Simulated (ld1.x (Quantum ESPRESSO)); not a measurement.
An all-electron radial function and its pseudo partner (dysprosium)

Columns: radius, all-electron u(r) and pseudo u(r) of the 5p shell (level -35.53 eV) of dysprosium in the configuration [Kr] 4d10 4f10 5s2 5p6 5d0 6s0.5 6p0; PBEsol, scalar-relativistic, TM semilocal scheme, ld1.x (Quantum ESPRESSO) 7.5.

| r (bohr) | all-electron | pseudo |
| --- | --- | --- |
| 0.082 | 0.0618 | -0.0057 |
| 0.165 | -0.3109 | -0.0231 |
| 0.248 | -0.0888 | -0.0522 |
| 0.330 | 0.2686 | -0.0926 |
| 0.413 | 0.4556 | -0.1452 |
| 0.495 | 0.4319 | -0.2087 |
| 0.578 | 0.2669 | -0.2839 |
| 0.660 | 0.0412 | -0.3680 |
| 0.742 | -0.1931 | -0.4595 |
| 0.825 | -0.4080 | -0.5561 |
| 0.908 | -0.5858 | -0.6518 |
| 0.990 | -0.7214 | -0.7396 |
| 1.072 | -0.8188 | -0.8147 |
| 1.155 | -0.8828 | -0.8725 |
| 1.238 | -0.9174 | -0.9091 |
| 1.320 | -0.9282 | -0.9237 |
| 1.402 | -0.9207 | -0.9191 |
| 1.485 | -0.8989 | -0.8986 |
| 1.568 | -0.8666 | -0.8666 |
| 1.650 | -0.8275 | -0.8275 |
| 1.733 | -0.7831 | -0.7831 |
| 1.815 | -0.7364 | -0.7364 |
| 1.898 | -0.6879 | -0.6879 |
| 1.980 | -0.6399 | -0.6399 |
| 2.062 | -0.5926 | -0.5926 |
| 2.145 | -0.5463 | -0.5463 |

Problem. How many radial nodes do the two functions have?

Solution. The all-electron 5p function has n − l − 1 = 3; the pseudo-wave has 0, since the states of the same l below it are removed with the core.

Problem. At about which radius was the pseudo-wave matched?

Solution. 1.65 bohr. The columns agree to 0.0005 from 1.49 bohr on; several derivatives are matched, so the curves merge somewhat inside the radius.

Problem. Where does each function peak?

Solution. Outermost all-electron maximum near 1.32 bohr, pseudo maximum near 1.32 bohr (to the table’s step).

Problem. Is the pseudo-wave norm-conserving?

Solution. Yes: the TM semilocal scheme keeps the norm inside the radius equal to the all-electron one, which fixes the energy derivative of the logarithmic derivative at the level.
